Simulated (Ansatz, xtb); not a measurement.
# Two structures of BF2H4Si2+

Structure I: `F[SiH+][BH2-][SiH+]F`, a singlet. Structure II: a singlet given by its coordinates. Both are isolated ions in the gas phase, relaxed with B3LYP/6-31G*; the shapes shown needn't be the lowest conformers.

I (Å):

```yaml
atoms:
  - { symbol: B, position_ang: [2.0153, 0.3377, -0.4047] }
  - { symbol: F, position_ang: [1.7511, -2.6128, 0.5191] }
  - { symbol: F, position_ang: [4.5540, 0.2024, 1.3775] }
  - { symbol: Si, position_ang: [1.0609, -1.2063, 0.2801] }
  - { symbol: Si, position_ang: [3.8861, 0.6421, 0.0091] }
  - { symbol: H, position_ang: [-0.3890, -1.3551, 0.5337] }
  - { symbol: H, position_ang: [1.9075, 0.2515, -1.6088] }
  - { symbol: H, position_ang: [1.4510, 1.3358, -0.0125] }
  - { symbol: H, position_ang: [4.8867, 1.4060, -0.7680] }
```

II (Å):

```xyz
9

B     0.1692   -1.1458   -1.1186
F     2.8959   -1.5699    0.3113
F     1.1333   -0.3518    1.7453
Si    1.4207   -1.0353    0.3577
Si   -0.7627    0.4159   -1.7013
H     0.4210   -1.9945   -1.9134
H    -1.0882    1.5480   -0.8062
H    -0.9828   -1.2408   -0.6146
H    -1.6141    0.3613   -2.9069
```

Close contacts (Å): B1–Si4 1.94, B1–Si5 1.91, F2–Si4 1.57, F3–Si4 1.57, B1–H6 1.19, B1–H8 1.26, Si5–H7 1.48, Si5–H8 1.99, Si5–H9 1.48.

**Question.** Estimate E(II) − E(I) at the level CCSD(T)/def2-SVP + ΔMP2/def2-TZVPP.

**Answer.** Calculated at CCSD(T)/def2-SVP + ΔMP2/def2-TZVPP: E(II) − E(I) = −3.3 kcal/mol, so structure II lies lower.

How the difference moves with the method:

```
                             level      geometry  E(II) − E(I) (kcal/mol)  departure from the last row (kcal/mol)  job, with rough time for the two
                      B3LYP/6-31G*  B3LYP/6-31G*                      −0.6                                    +2.7               optimisation, 7 min
                       HF/def2-SVP  B3LYP/6-31G*                      −0.7                                    +2.6           part of the CCSD(T) run
                      MP2/def2-SVP  B3LYP/6-31G*                      −3.1                                    +0.2           part of the CCSD(T) run
                  CCSD(T)/def2-SVP  B3LYP/6-31G*                      −2.8                                    +0.4                      single point
CCSD(T)/def2-SVP + ΔMP2/def2-TZVPP  B3LYP/6-31G*                      −3.3                                                        single point, 81 s
```

The levels shown agree on the order. The largest departure from CCSD(T)/def2-SVP + ΔMP2/def2-TZVPP is that of B3LYP/6-31G*, 2.7 kcal/mol. Levels run at GFN2-xTB geometries aren't shown. The last row adds to CCSD(T) the change of the MP2 difference between the two basis sets, here −0.4 kcal/mol.

With harmonic frequencies from B3LYP/6-31G* (ideal gas, rigid rotor, one conformer each, 298.15 K, 1 atm): on the last row, ΔE + ΔZPE = −3.3 kcal/mol. A mode under 50 cm⁻¹ makes harmonic enthalpies and free energies unreliable, so none is given.

The correlated steps freeze 13 core orbitals. Codes used: Ansatz 0.2.0; the last row on 1 thread of AMD EPYC (Zen 3) on a shared host.
